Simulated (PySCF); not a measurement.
# Gas-phase XPS of (CH3)3CCHF2, computed

(CH3)3CCHF2, C5H10F2.
Structure used (PBE0-D3(BJ)/def2-SVP), in Å, numbered top down from 1:
```xyz
17
C5H10F2 angstrom
C     -1.0343   -0.7034   -1.0742
C     -0.1748    0.0290   -0.0433
C      0.9941    0.7400   -0.7248
C      0.3412   -0.9447    1.0159
C     -1.0264    1.0823    0.6554
F     -2.0843    0.5112    1.2787
F     -1.5230    1.9716   -0.2375
H     -0.4364   -1.4667   -1.5945
H     -1.8867   -1.2036   -0.5923
H     -1.4285   -0.0044   -1.8260
H      0.6376    1.4632   -1.4725
H      1.6165    1.2823    0.0053
H      1.6388    0.0083   -1.2343
H      0.9846   -1.7061    0.5500
H     -0.4888   -1.4590    1.5215
H      0.9394   -0.4260    1.7826
H     -0.4511    1.6473    1.4122
```

Method used: PySCF 2.14.0, delta-SCF UKS SCAN, pcX-2 on the ionised atom, pcseg-1 elsewhere, spin-free X2C. Each binding energy is the total energy of the core-ionised species, with the hole localised on one atom, minus that of the ground state; both are solved self-consistently, so orbital relaxation is included.

Problem. List the computed XPS lines with their assignment.

Solution. 
| atom(s) | bonded to | level | binding energy (eV) | above the level's lowest (eV) | count |
| --- | --- | --- | --- | --- | --- |
| F6/F7 | C | F 1s | 692.95 | 0.00 | 2 |
| C5 | 2 F, C and H | C 1s | 295.23 | +4.64 | 1 |
| C2 | 4 C | C 1s | 291.12 | +0.53 | 1 |
| C1/C3/C4 | C and 3 H | C 1s | 290.59 | 0.00 | 3 |

The listed C 1s values span 4.64 eV, from C1/C3/C4 (bonded to C and 3 H) to C5 (bonded to 2 F, C and H). Summing the Pauling electronegativity differences to the bonded atoms, each weighted by its formal bond order, gives -1.05 for the lowest site and +2.51 for the highest; no listed site has a larger sum than the highest.

Problem. Which photon energy gives electrons from C 1s of C1/C3/C4 a kinetic energy of 150 eV, and what is their de Broglie wavelength?

Solution. hν = 290.59 + 150 = 440.59 eV, recoil neglected; λ = 12.264 Å/√(E/eV) = 1.00 Å.

Problem. Which effective nuclear charge Zeff reproduces each element's mean 1s value in the hydrogen-like formula E = 13.606 eV × Zeff²?

Solution. C (Z = 6): mean 291.6 eV, Zeff = 4.63, Z − Zeff = 1.37; F (Z = 9): mean 693.0 eV, Zeff = 7.14, Z − Zeff = 1.86. Means run over the listed sites, weighted by atom count.

One atom of each set of topologically equivalent atoms was ionised and stands for the set; in this conformer not all members are related by symmetry, and their own values weren't computed. Geometry: PBE0-D3(BJ)/def2-SVP; no solvent, vibrations or thermal averaging.
